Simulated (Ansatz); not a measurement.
Calculated with Ansatz (gas phase, PBE0-D4/def2-TZVP geometries, no zero-point term in ΔE). CBS: MP2 limit from def2 TZ/QZ plus the TZ coupled-cluster correction, frozen cores. DFT in def2-TZVPP. B3LYP here is the variant with VWN-RPA as its local correlation; programs differ in this. Elements past krypton have def2 core potentials. For Ge, In outer-core shells are correlated without core-valence functions, which leaves a few kJ/mol of doubt a bond. Scalar relativity is left out up to krypton. Each species was taken in one conformer, which may not be the lowest.

Consider the cleavage of the B–In bond: `O[B](F)[InH2]` + `[NH2][GeH3]` → `OB(F)[NH][GeH3]` + `[InH3]`.

Q: Is it downhill or uphill in electronic energy at CCSD(T)/CBS, and by how much? (An estimate is asked.)

A: Ansatz gave: Downhill: ΔE = -1.33 eV.

Q: What do these levels give: B3LYP-D4, B3LYP, SCS-MP2/def2-TZVPP, CCSD(T)/def2-TZVPP, SCS-MP2/def2-QZVPP, HF/CBS(def2)? (Best estimate.)

A: The calculation gave: B3LYP-D4 -1.38, B3LYP -1.33, SCS-MP2/def2-TZVPP -1.38, CCSD(T)/def2-TZVPP -1.37, SCS-MP2/def2-QZVPP -1.36, HF/CBS(def2) -1.59 eV.

Largest T1 diagnostic among the species: 0.014.

The D4 term adds −0.05 eV with B3LYP and −0.02 eV with PBE0; it sums over pairs of atoms, weighted by their polarisabilities, and B3LYP, whose exchange is more repulsive, gets the larger term. From PBE to PBE0 (25 % exact exchange), in def2-TZVPP and without D4, ΔE moves by −0.11 eV. In def2-TZVPP, CCSD(T) changes the Hartree–Fock value by +0.23 eV (the triples alone add +0.03 eV) and MP2 by +0.23 eV.
